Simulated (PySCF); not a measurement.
C6H11O3, doublet, geometry from GFN2-xTB; MN15/STO-3G in PySCF.

Here is a job for PySCF.
```python
from pyscf import gto, scf, dft

mol = gto.Mole()
mol.atom = '''
    C    -0.522321   -2.097388    0.964419
    C    -0.146664   -1.124137   -0.066045
    C    -1.322106   -0.186229   -0.446753
    O    -1.775177    0.472523    0.706705
    C    -2.791129    1.402551    0.435918
    O     0.961708   -0.357690    0.400355
    C     1.710591    0.262331   -0.513420
    C     2.840928    1.011706    0.140312
    O     1.511006    0.204923   -1.699707
    H    -1.363650   -2.737711    0.796475
    H    -0.066554   -2.046177    1.930583
    H     0.147676   -1.616684   -1.012609
    H    -0.971658    0.537073   -1.198294
    H    -2.125258   -0.792444   -0.892990
    H    -2.445113    2.181953   -0.254797
    H    -3.059624    1.853674    1.388659
    H    -3.671797    0.913909    0.000181
    H     2.503127    1.448990    1.074743
    H     3.643796    0.309756    0.357000
    H     3.212966    1.776615   -0.534357
'''
mol.basis = 'sto-3g'
mol.charge = 0
mol.spin = 1
mol.verbose = 4
mol.build()

mf = dft.UKS(mol)
mf.xc = 'mn15'
mf.grids.atom_grid = (50, 194)
mf.kernel()
```

The log (banner, timings and long lists left out):

```
PySCF version 2.14.0

[INPUT] verbose = 4
[INPUT] num. atoms = 20
[INPUT] num. electrons = 71
[INPUT] charge = 0
[INPUT] spin (= nelec alpha-beta = 2S) = 1
[INPUT] symmetry False subgroup None
[INPUT] Mole.unit = angstrom
[INPUT] Symbol           X                Y                Z      unit          X                Y                Z       unit  Magmom
[...]
nuclear repulsion = 477.067693534383
number of shells = 38
number of NR pGTOs = 168
number of NR cGTOs = 56
basis = sto-3g
ecp = {}

******** <class 'pyscf.dft.uks.UKS'> ********
method = UKS
initial guess = minao
damping factor = 0
level_shift factor = 0
DIIS = <class 'pyscf.scf.diis.CDIIS'>
diis_start_cycle = 1
diis_space = 8
diis_damp = 0
SCF conv_tol = 1e-09
SCF conv_tol_grad = None
SCF max_cycles = 50
direct_scf = True
direct_scf_tol = 1e-13
number electrons alpha = 36  beta = 35
XC library pyscf.dft.libxc version 7.1.2
    S. Lehtola, C. Steigemann, M. J. T. Oliveira, and M. A. L. Marques,  SoftwareX 7, 1–5 (2018)
XC functionals = mn15
    H. S. Yu, X. He, S. L. Li, and D. G. Truhlar,  Chem. Sci. 7, 5032–5051 (2016)
    H. S. Yu, X. He, S. L. Li, and D. G. Truhlar,  Chem. Sci. 7, 5032–5051 (2016)
radial grids:
    Treutler-Ahlrichs [JCP 102, 346 (1995); DOI:10.1063/1.469408] (M4) radial grids

becke partition: Becke, JCP 88, 2547 (1988); DOI:10.1063/1.454033
pruning grids: <function nwchem_prune>
grids dens level: 3
symmetrized grids: False
atomic radii adjust function: <function treutler_atomic_radii_adjust>
User specified grid scheme (50, 194)
small_rho_cutoff = 0
Set gradient conv threshold to 3.16228e-05
tot grids = 131760
init E= -453.915155243184

cycle= 1 E= -452.132115597343  delta_E= 1.78  |g|= 0.626  |ddm|= 4.06
cycle= 2 E= -451.994576045692  delta_E= 0.138  |g|= 0.883  |ddm|= 1.73
cycle= 3 E= -452.37659285771  delta_E= -0.382  |g|= 0.204  |ddm|= 1.07
cycle= 4 E= -452.399363213361  delta_E= -0.0228  |g|= 0.0466  |ddm|= 0.294
cycle= 5 E= -452.400677101552  delta_E= -0.00131  |g|= 0.00747  |ddm|= 0.0661
cycle= 6 E= -452.400720566691  delta_E= -4.35e-05  |g|= 0.00221  |ddm|= 0.0138
cycle= 7 E= -452.400725676171  delta_E= -5.11e-06  |g|= 0.000615  |ddm|= 0.00498
cycle= 8 E= -452.40072602948  delta_E= -3.53e-07  |g|= 0.00022  |ddm|= 0.00138
cycle= 9 E= -452.400726067183  delta_E= -3.77e-08  |g|= 4.6e-05  |ddm|= 0.000406
cycle= 10 E= -452.400726069082  delta_E= -1.9e-09  |g|= 1.64e-05  |ddm|= 9.64e-05
cycle= 11 E= -452.40072606935  delta_E= -2.67e-10  |g|= 4.8e-06  |ddm|= 3.47e-05
Extra cycle  E= -452.400726069382  delta_E= -3.24e-11  |g|= 3.3e-06  |ddm|= 1.38e-05
converged SCF energy = -452.400726069382  <S^2> = 0.75544865  2S+1 = 2.0054412
```
